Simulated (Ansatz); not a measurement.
Ansatz (a first-principles code) job for CF₃O₂S, SMILES FC(F)([S](=O)=O)F (connectivity only; charge and spin as stated), charge -1, multiplicity 1, ωB97X-V/def2-SVPD. Geometry optimised at PBE0-D3(BJ)/def2-SVPD. The spin state was assumed, not searched. The isomer is the one that the SMILES or the coordinates give; other isomers of the formula were not compared.

Ansatz 0.2 input:
```yaml
crystal:
  periodic: [false, false, false]
  atoms:
    - {symbol: O, position_ang: [1.46931424, 0.27645897, -1.26741193]}
    - {symbol: S, position_ang: [1.05277476, -0.43953173, 0.00000001]}
    - {symbol: O, position_ang: [1.46931423, 0.27645898, 1.26741193]}
    - {symbol: C, position_ang: [-0.82005740, 0.00145112, -0.00000000]}
    - {symbol: F, position_ang: [-1.04972660, 1.31603060, -0.00000001]}
    - {symbol: F, position_ang: [-1.44364113, -0.51354544, 1.07895431]}
    - {symbol: F, position_ang: [-1.44364112, -0.51354545, -1.07895431]}
basis:
  gaussian:
    orbitals: def2-SVPD
hamiltonian:
  xc: {name: wB97X-V}
total_charge: -1
```

Log of the run:

```
WARN ansatz: RAYON_NUM_THREADS=1 ignored (pool sized by the plan → 1); use --threads N
Functional definition: wB97X-V
integrals: 0.15 GiB planned
1369 factors; their error is unknown
integrals: 0.18 GiB planned
479 factors; integrals over basis functions are off by at most 1.6e-5 eV
mean field: 1.25 GiB planned
mean field evaluation 1: about -24088.0138 eV, gradient 7.4e1 eV
mean field evaluation 2: about -24077.6621 eV, gradient 1.1e2 eV
mean field evaluation 4: about -24098.9373 eV, gradient 3.1e0 eV
mean field evaluation 8: about -24098.9573 eV, gradient 9.1e-2 eV
mean field evaluation 16: about -24099.0229 eV, gradient 3.8e-4 eV
mean field -24099.02289142 eV, -885.6227563553 hartree, gradient 2.0e-5 eV, S^2 0.000000; 0 other end points of the search recorded, 0 dependent functions left out
reference -24099.02288908 eV, -885.6227562692 hartree; 33, 33 occupied and 129, 129 virtual orbitals, 1369 factors
Total energy: -24099.02288908 eV, -885.6227562692 hartree
```

Self-consistency was reached.

Cost: roughly 13 core-seconds.
